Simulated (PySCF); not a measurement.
## Vibration and rotation of GeB⁻

B2PLYP constants of GeB⁻, ³Π (triplet), unpaired electrons σ ↑, π ↑ (Ge aug-pcseg-1, B aug-pcseg-1; no relativity (PySCF 2.14); masses 73.9212 and 11.0093 u):

```
ωe              : 687.5 cm⁻¹
ωexe            : 1.26 cm⁻¹
Be              : 0.46516 cm⁻¹
αe              : 0.00309 cm⁻¹
D (centrifugal) : 8.52e-07 cm⁻¹
De to Ge⁻ + B   : 3.16 eV
```

(1) Give the vibrational terms G(v) and spacings up to v = 3.

Correlated steps freeze 10 core orbitals. Spin–orbit coupling is left out. For an ion De counts to the pair picked by the measured ionisation energies or electron affinities, which need not be the lowest pair at this level. B2PLYP dipoles, levels and charges come from its SCF part alone. The state was picked by a PBE0 search and need not be the measured ground state.

Answers

(1) G(v) = ωe(v+½) − ωexe(v+½)².

```tsv
v	G(v) (cm⁻¹)	G(v) − G(v−1)	Bv (cm⁻¹)
0	343		0.4636
1	1028	685	0.4605
2	1711	682	0.4574
3	2391	680	0.4543
```
